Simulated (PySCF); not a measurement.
Al(H)(OH)(nPr) (C₃H₉AlO), SMILES CC[CH2][AlH][OH].

Coordinates come from a B3LYP-D3(BJ)/def2-SVP optimisation. One conformer was computed; it need not be the lowest.

Computed with PySCF with C-PCM-B3LYP/def2-SVP.

The values are the electrostatic part of the solvation free energy, E(continuum) − E(gas) at the gas-phase geometry, in a cavity of scaled van der Waals radii (PySCF's table); cavitation and dispersion terms are not included. A continuum can't describe solvent molecules that bind to the metal. In vacuum the orbital gap is 6.70 eV. The dipole moment in vacuum is 0.66 D.

```tsv
solvent	ε	ΔG(elec) (kcal/mol)	dipole (D)	gap (eV)
water	78.36	-5.8	0.81	6.98
ethylethanoate	5.99	-4.9	0.79	6.93
1-octanol	9.86	(withheld)	(withheld)	(withheld)
```

What belongs in the gaps? (The exact figures need the calculation; the answer reports its results.)


- 1-octanol, ΔG(elec) (kcal/mol): -5.3
- 1-octanol, dipole (D): 0.80
- 1-octanol, gap (eV): 6.96
